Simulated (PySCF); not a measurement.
Calculation: PBE-D3(BJ)/def2-TZVP // TPSS-D3(BJ)/def2-SVP run with PySCF. Isolated molecules, 0 K electronic values unless said otherwise. One relaxed conformer stands for a flexible species; it need not be the lowest. 

Reference species: [Zr(Cl)3(NH2)] (neutral, multiplicity 1).

| Item | Value |
|---|---|
| HOMO–LUMO gap | 3.89 eV |
| HOMO | -7.02 eV |
| coordination number | 4 |
| mean distance from the central atom to its bonded neighbours | 2.272 Å |

Changed species: [Zr(Cl)4] (0 of 4 Cl replaced by NH2; the reference has 1 of 4 Cl replaced by NH2).

Question: What does the change do to the HOMO–LUMO gap, HOMO, coordination number and mean distance from the central atom to its bonded neighbours?

Answer: the HOMO–LUMO gap rises by 0.88 eV, to 4.77 eV; the HOMO drops by 1.32 eV, to -8.34 eV; the coordination number is nearly the same; the mean distance from the central atom to its bonded neighbours increases by 0.065 Å, to 2.337 Å.
